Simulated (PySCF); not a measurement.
A geometry optimisation on `CB(C)C(F)=C=C=C=CF`.

Method: PBE0-D3(BJ)/def2-SVP geometry optimisation, gas phase (PySCF 2.14.0). Start geometry: GFN2-xTB. The input is one job of a driver script: a line of settings, then coordinates in Å.

Input:
```
{"job": {"xc": "PBE0", "basis": "def2-SVP", "d3": "d3bj", "grid": 2, "kind": "geom"}, "charge": 0, "multiplicity": 1}
C     -1.083238     1.464904    -0.361398
B     -1.592628     0.006112    -0.068976
C     -3.117944    -0.356439     0.029130
C     -0.549666    -1.132517     0.131926
F     -1.011765    -2.406441     0.293233
C      0.757255    -0.946403     0.158618
C      1.984637    -0.635291     0.181769
C      3.222478    -0.345177     0.190212
C      4.492703    -0.045823     0.203925
F      5.149919     0.284689     1.332540
H     -0.089544     1.666822     0.031017
H     -1.022077     1.607015    -1.441290
H     -1.760765     2.231981     0.006005
H     -3.418780    -0.315530     1.077944
H     -3.764679     0.334510    -0.506430
H     -3.340331    -1.367997    -0.304588
H      5.137427    -0.032385    -0.664623
```

Output:
```
step   0  E = -494.45397099  max force = 0.020423
step   1  E = -494.45586222  max force = 0.005553
step   2  E = -494.45630990  max force = 0.003130
step   3  E = -494.45634362  max force = 0.004076
step   4  E = -494.45650546  max force = 0.001888
step   5  E = -494.45653653  max force = 0.001000
step   6  E = -494.45655723  max force = 0.000475
step   7  E = -494.45656962  max force = 0.000356
optimisation converged
```

Energies in Eh; «max force» is the largest Cartesian gradient component in Eh/bohr.

How much energy does the optimisation release, in eV?

E(step 0) − E(last step) = 0.002599 Eh, which is 0.071 eV.

Give the first gradient maximum in eV/Å.

With 1 Eh/bohr = 51.422 eV/Å, 1.050 eV/Å.

Main results: final energy -494.45657 Eh after 7 steps; dipole 1.81 D.

Where do the atoms end?

0.040 Å rms from the input after alignment:
```
atom  x, y, z in Å
C1    -1.0857    1.4958   -0.2636
B2    -1.6042    0.0322   -0.0669
C3    -3.1273   -0.3199    0.0060
C4    -0.5725   -1.1454    0.0745
F5    -1.0648   -2.3926    0.1570
C6     0.7451   -0.9695    0.1219
C7     1.9915   -0.6889    0.1634
C8     3.2418   -0.4059    0.2061
C9     4.5255   -0.1157    0.1893
F10    5.2221    0.1640    1.2842
H11   -0.0625    1.6787    0.0948
H12   -1.0765    1.6784   -1.3563
H13   -1.7699    2.2468    0.1601
H14   -3.3896   -0.2868    1.0827
H15   -3.7736    0.4171   -0.4933
H16   -3.3707   -1.3366   -0.3340
H17    5.1302   -0.0803   -0.7236
```

Estimate the wall time. Hardware: an Intel Xeon Platinum 8488C with one thread (shared host). And the peak memory of the process?

About 1.9 min, with 0.81 GiB resident at the peak, the Python interpreter and its libraries included.
Labels such as C1 count atoms from 1, the log's own numbers from 0.
